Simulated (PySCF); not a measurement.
Species: Cl3Si(SH), Cl3HSSi.
Bonds: S1–Si2, Si2–Cl3, Si2–Cl4, Si2–Cl5. Hydrogens: H6 on S1.

Method used: PySCF 2.14.0, PBE0-D3(BJ)/def2-SVP geometry optimisation, gas phase.

**Question.** Give the optimised bond lengths and angles.

**Answer.** 
| bond | length (Å) |
| --- | --- |
| S1–Si2 | 2.113 |
| Si2–Cl3, Si2–Cl4, Si2–Cl5 | 2.045 |
| S1–H6 | 1.353 |

Bonds in one row agree within 0.01 Å and their mean is given. A selection of angles:
| angle | degrees |
| --- | --- |
| Si2–S1–H6 | 93.4 |
| S1–Si2–Cl3 | 112.1 |
| S1–Si2–Cl4 | 106.1 |
| Cl3–Si2–Cl4 | 109.6 |
| Cl3–Si2–Cl5 | 107.3 |

Torsions: H6–S1–Si2–Cl3 57° (synclinal). The mirror-image conformer, all signs reversed, is as good.

Si2 (chlorine-bound silicon) is tetrahedral (angles from 106.1° to 112.4°). S1 (sulfur bonded to Si and H) is bent (angle 93.4°).

Point group: near Cs, missed by 0.11 Å at most; the miss may be what the optimiser left on a soft mode. No frequency check.
